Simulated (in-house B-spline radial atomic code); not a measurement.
Rb⁴⁺. Computed with a B-spline radial atomic code. Model: all-electron spherical atom, spin shells full or empty, radial basis limit, no spin-orbit coupling, Breit or QED, empty-state partial waves extrapolated as (l+1/2)^-4, RPA, G0W0 and static COHSEX of the highest shell as one setting changes (uncorrelated shells keep exact exchange).

Given: element Rb; charge 4; filled core Ar; hamiltonian one-electron scalar X2C; mean-field start HSE06; highest l of empty states 9; nuclear rms radius 4.2036 fm; highest mean-field shell 4p up.

Shell: 3d 5 5, 4s 1 1, 4p 3 0 (electrons up and down).

```tsv
lowest nl shells left uncorrelated	RPA correlation energy (hartree)	G0W0 level (eV)	G0W0 minus most complete (meV)	COHSEX level (eV)	linearised minus solved G0W0 (meV)
0	-2.4295	-69.577	0	-71.788	-10.2
1	-2.2729	-69.575	1.6	-71.787	-10.2
2	-2.0917	-69.574	2.6	-71.788	-10.2
3	-1.5831	-69.562	14.6	-71.762	-10.1
4	?	?	?	?	?
5	?	?	?	?	?
6	-0.19726	-69.306	270.3	-71.284	-9.6
7	-0.070939	-69.629	-52.2	-71.094	-3.5
```

What follows for lowest nl shells left uncorrelated = 5?

RPA correlation energy -0.90264 hartree; G0W0 level -69.638 eV; G0W0 minus most complete -61.3 meV; COHSEX level -71.872 eV; linearised minus solved G0W0 -10.5 meV.

What follows for lowest nl shells left uncorrelated = 4?

RPA correlation energy -1.4083 hartree; G0W0 level -69.571 eV; G0W0 minus most complete 5.7 meV; COHSEX level -71.769 eV; linearised minus solved G0W0 -10.2 meV.
